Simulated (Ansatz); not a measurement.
Steps of a relaxation of H$_{6}$Sn$_{2}$, SMILES `[SnH3][SnH3]` with RKS PBE0-D4/def2-TZVP.

```sh
$ ansatz run in.yaml --threads 2 --pin off --events-out ev --progress --plain --max-ram 4352MiB
```

```yaml
crystal:
  periodic: [false, false, false]
  atoms:
    - {symbol: Sn, position_ang: [-0.748834, 0.497246, -1.067204]}
    - {symbol: Sn, position_ang: [0.772831, -0.512474, 1.052210]}
    - {symbol: H, position_ang: [-0.540821, -0.470662, -2.485330]}
    - {symbol: H, position_ang: [-2.429888, 0.507255, -0.660582]}
    - {symbol: H, position_ang: [-0.273854, 2.117338, -1.442820]}
    - {symbol: H, position_ang: [0.545607, 0.446911, 2.473230]}
    - {symbol: H, position_ang: [2.456661, -0.504188, 0.657271]}
    - {symbol: H, position_ang: [0.310497, -2.138526, 1.417524]}
basis:
  gaussian: {orbitals: def2-TZVP}
hamiltonian: {xc: pbe0, dispersion: d4}
relax: {f_tol: 0.005, max_steps: 150}
```

Positions (Å) and forces (eV/Å) along the path, 4 of 4 steps:

```xyz
8
step=1 energy=-11760.2695 eV
Sn   -0.749    0.497   -1.067   -0.054    0.035   -0.076
Sn    0.773   -0.512    1.052    0.053   -0.033    0.078
H    -0.541   -0.471   -2.485   -0.034    0.162    0.240
H    -2.430    0.507   -0.661    0.284   -0.003   -0.066
H    -0.274    2.117   -1.443   -0.078   -0.274    0.065
H     0.546    0.447    2.473    0.038   -0.161   -0.239
H     2.457   -0.504    0.657   -0.286    0.000    0.063
H     0.310   -2.139    1.418    0.076    0.274   -0.064
8
step=2 energy=-11760.2312 eV rejected
Sn   -0.709    0.471   -1.013   -0.425    0.283   -0.588
Sn    0.733   -0.485    0.999    0.424   -0.283    0.589
H    -0.509   -0.473   -2.406    0.017   -0.101   -0.161
H    -2.357    0.482   -0.619   -0.189    0.006    0.033
H    -0.247    2.058   -1.384    0.044    0.180   -0.051
H     0.516    0.449    2.395   -0.018    0.099    0.161
H     2.383   -0.480    0.614    0.190   -0.004   -0.033
H     0.283   -2.078    1.359   -0.043   -0.181    0.050
8
step=3 energy=-11760.2921 eV
Sn   -0.739    0.490   -1.053   -0.032    0.021   -0.045
Sn    0.762   -0.505    1.038    0.031   -0.020    0.046
H    -0.536   -0.462   -2.454    0.009   -0.017   -0.011
H    -2.398    0.502   -0.657   -0.016   -0.004    0.014
H    -0.273    2.089   -1.427    0.012    0.017    0.004
H     0.543    0.437    2.444   -0.008    0.017    0.011
H     2.424   -0.499    0.651    0.016    0.004   -0.014
H     0.309   -2.109    1.401   -0.012   -0.018   -0.004
8
step=4 energy=-11760.2926 eV
Sn   -0.741    0.492   -1.055   -0.001    0.001   -0.001
Sn    0.764   -0.506    1.041    0.001   -0.001    0.002
H    -0.533   -0.465   -2.454    0.000    0.001    0.000
H    -2.400    0.500   -0.654    0.000    0.000   -0.001
H    -0.270    2.091   -1.425   -0.001    0.000    0.000
H     0.541    0.441    2.445    0.001   -0.001    0.000
H     2.425   -0.498    0.647    0.000    0.000    0.001
H     0.306   -2.111    1.399    0.001    0.000    0.001
```

Hardware: 2 threads of an AMD EPYC 9R45 on a shared host. Wall time 5.5 s, peak host memory 0.33 GiB.
